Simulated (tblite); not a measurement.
Species: C7H12ClNO.
Geometry (GFN2-xTB, Å), atoms numbered from 1 in this order:
```
atom  x, y, z in Å
O1     1.218    1.238    1.748
C2     1.313    0.351    0.927
C3     2.666   -0.197    0.472
C4     3.101    0.435   -0.843
Cl5    2.102   -0.135   -2.208
N6     0.258   -0.242    0.335
C7    -1.100    0.181    0.537
C8    -2.138   -0.941    0.726
C9    -3.026   -0.277   -0.339
C10   -1.865    0.657   -0.714
H11    2.629   -1.284    0.377
H12    3.402    0.070    1.233
H13    4.130    0.168   -1.086
H14    2.996    1.519   -0.807
H15    0.420   -0.903   -0.411
H16   -1.086    0.911    1.347
H17   -2.563   -1.031    1.722
H18   -1.754   -1.911    0.416
H19   -3.384   -0.929   -1.132
H20   -3.872    0.254    0.090
H21   -1.363    0.367   -1.635
H22   -2.092    1.719   -0.755
```

All values are computed: GFN2-xTB (tblite) harmonic vibrations without scaling, gas phase. Against measured fundamentals such values can be off by several per cent, at times by over 20. One conformer, not necessarily the lowest.

Harmonic wavenumbers (cm⁻¹): 25.6, 42.6, 58.9, 74.7, 102.7, 181.6, 197.3, 278.0, 364.5, 405.3, 447.9, 512.4, 573.4, 667.4, 684.3, 707.6, 808.2, 811.8, 861.1, 906.6, 957.0, 981.5, 982.7, 1035.2, 1035.6, 1058.8, 1068.1, 1104.4, 1115.6, 1156.5, 1178.7, 1184.3, 1194.3, 1221.9, 1230.3, 1242.7, 1249.4, 1258.7, 1259.0, 1290.2, 1302.5, 1429.0, 1436.1, 1447.4, 1469.5, 1470.4, 1491.6, 1751.4, 2977.2, 2984.9, 2988.0, 2995.7, 2997.0, 3004.1, 3009.5, 3021.9, 3023.7, 3025.9, 3033.2, 3427.5.

A = 1707, B = 674.8, C = 535.0 MHz; mass 161.061 u (most abundant isotopes); point group C1, symmetry number 1.

Q: What is the zero-point energy?

A: Half the sum of the wavenumbers: 39902 cm⁻¹ = 114.08 kcal/mol.

Q: What is S at 350 K and 1 bar for an ideal gas of classical rigid rotors and harmonic oscillators?

A: Translation 41.96, rotation 31.11, vibration 41.87: S = 114.9 cal/(mol K).

Q: And Cp and H(350 K) − H(0)?

A: Cp = 47.00 cal/(mol K), of which vibrations give 39.05 (their classical limit is 60 R = 119.2); H(350 K) − H(0) = 9.73 kcal/mol without the zero-point energy, 6.95 from vibrations.

Q: How do the functions run with temperature in this model?

A: 
```csv
T (K),S (cal/(mol K)),Cp (cal/(mol K)),H − H(0) (kcal/mol),G − H(0) (kcal/mol),ln q(vib)
100,77.2,20.8,1.53,-6.18,3.36
200,94.1,29.5,4.03,-14.80,6.70
300,108.2,40.9,7.53,-24.92,9.65
500,134.6,63.5,18.07,-49.23,15.35
800,169.7,85.5,40.73,-95.02,23.69
1000,189.8,94.8,58.80,-131.02,28.96
```

q(vib) and H(0) count from the zero-point level.

Q: Which modes carry the vibrational entropy at 350 K?

A: 25.6 cm⁻¹: 6.46; 42.6 cm⁻¹: 5.45; 58.9 cm⁻¹: 4.81; 74.7 cm⁻¹: 4.34; 102.7 cm⁻¹: 3.72; 181.6 cm⁻¹: 2.61 cal/(mol K); the other 54 give 14.47 together.

Hindered rotation and anharmonicity are outside this model. Other conformers, if any are populated, would add a mixing term that is left out. The structure is chiral; the term R ln 2 for an equal mix with its mirror image is left out.

On one thread of an Arm Neoverse N1, no GPU, shared host with 64 logical CPUs at a one-minute load of 61, this took 1.7 s wall. This covers the Hessian and the dipole derivatives.
